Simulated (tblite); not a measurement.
Species: C4H12B2.
Bonds: B1–C2, C2–B3, B3–C4, C4–C5, C5–C6. Hydrogens: H7, H8 on B1; H9, H10 on C2; H11 on B3; H12, H13 on C4; H14, H15 on C5; H16, H17, H18 on C6.

Computed with GFN2-xTB (tblite), gas phase: Langevin dynamics at 400 K from the optimised GFN2-xTB geometry, time step 0.5 fs, friction 0.01 fs⁻¹, 2000 steps.

Start geometry:
```
atom  x, y, z in Å
B1     -2.485   -0.285    1.068
C2     -2.030    0.302   -0.309
B3     -0.837    1.286    0.001
C4      0.674    0.838   -0.003
C5      1.009   -0.595   -0.422
C6      2.497   -0.894   -0.279
H7     -2.030   -1.288    1.465
H8     -3.265    0.287    1.726
H9     -2.843    0.866   -0.766
H10    -1.710   -0.487   -0.986
H11    -1.073    2.401    0.282
H12     1.055    0.996    1.013
H13     1.256    1.527   -0.624
H14     0.715   -0.747   -1.463
H15     0.441   -1.296    0.192
H16     3.085   -0.220   -0.900
H17     2.815   -0.768    0.754
H18     2.717   -1.916   -0.581
```

The statistics below take the 31 frames saved every 25 fs from 250 to 1000 fs; their kinetic temperature (all 3N coordinates) averages 376 K.

**Question.** Give the mean, spread and extremes of the bond lengths.

**Answer.** 
| bond | start (Å) | mean (Å) | standard deviation (Å) | shortest (Å) | longest (Å) |
| --- | --- | --- | --- | --- | --- |
| B1–C2 | 1.565 | 1.577 | 0.036 | 1.500 | 1.664 |
| C2–B3 | 1.577 | 1.593 | 0.033 | 1.542 | 1.663 |
| B3–C4 | 1.576 | 1.568 | 0.038 | 1.501 | 1.657 |
| C4–C5 | 1.530 | 1.557 | 0.037 | 1.460 | 1.612 |
| C5–C6 | 1.525 | 1.529 | 0.042 | 1.466 | 1.619 |
| B1–H7 | 1.170 | 1.185 | 0.046 | 1.095 | 1.288 |
| B1–H8 | 1.171 | 1.198 | 0.040 | 1.137 | 1.285 |
| C2–H9 | 1.089 | 1.095 | 0.033 | 1.036 | 1.164 |
| C2–H10 | 1.088 | 1.093 | 0.039 | 1.017 | 1.184 |
| B3–H11 | 1.174 | 1.181 | 0.041 | 1.121 | 1.268 |
| C4–H12 | 1.097 | 1.101 | 0.034 | 1.040 | 1.175 |
| C4–H13 | 1.096 | 1.097 | 0.034 | 1.042 | 1.171 |
| C5–H14 | 1.092 | 1.098 | 0.026 | 1.047 | 1.152 |
| C5–H15 | 1.091 | 1.100 | 0.031 | 1.035 | 1.174 |
| C6–H16 | 1.088 | 1.091 | 0.030 | 1.030 | 1.153 |
| C6–H17 | 1.088 | 1.093 | 0.026 | 1.049 | 1.149 |
| C6–H18 | 1.088 | 1.092 | 0.033 | 1.023 | 1.193 |

**Question.** Give the same statistics for bond angles, one of each kind among heavy atoms.

**Answer.** 
```
   angle  start (°)  mean (°)  standard deviation (°)  smallest (°)  largest (°)
B1–C2–B3      106.3     110.4                    10.8          90.0        137.1
C2–B3–C4      123.2     121.0                     4.9         109.9        130.9
B3–C4–C5      118.5     114.2                     8.1          91.9        125.6
C4–C5–C6      111.8     112.9                     3.6         105.8        120.1
```

**Question.** How far does each atom move about its mean position (frames aligned on the start, all atoms weighted alike), and what rms force does it feel?

**Answer.** 
| atom | rms displacement (Å) | rms force (eV/Å) |
| --- | --- | --- |
| B1 | 0.56 | 1.71 |
| C2 | 0.37 | 1.88 |
| B3 | 0.47 | 1.58 |
| C4 | 0.77 | 2.13 |
| C5 | 0.43 | 2.09 |
| C6 | 0.51 | 2.05 |
| H7 | 0.97 | 1.15 |
| H8 | 0.94 | 1.02 |
| H9 | 0.85 | 1.08 |
| H10 | 0.71 | 1.24 |
| H11 | 1.06 | 0.95 |
| H12 | 1.40 | 1.07 |
| H13 | 1.56 | 1.13 |
| H14 | 0.88 | 0.94 |
| H15 | 0.81 | 1.06 |
| H16 | 0.74 | 1.10 |
| H17 | 0.82 | 0.92 |
| H18 | 0.98 | 1.12 |

The displacements run from 0.37 to 1.56 Å, the largest at H13.

**Question.** How widely does the potential energy scatter, against a harmonic estimate?

**Answer.** Mean 0.82 eV above the start, standard deviation 0.135 eV, range 0.58 to 1.08 eV. For 48 classical harmonic modes at 400 K the canonical values are 48kT/2 = 0.83 eV and kT·√(48/2) = 0.169 eV.

The run is classical and short, so these are rough statistics of one trajectory.

What follows is the cost of the whole dynamics run. On one thread, Arm Neoverse N1 (aarch64), on a shared host, this took 16 s and 0.18 GiB of memory at its peak.
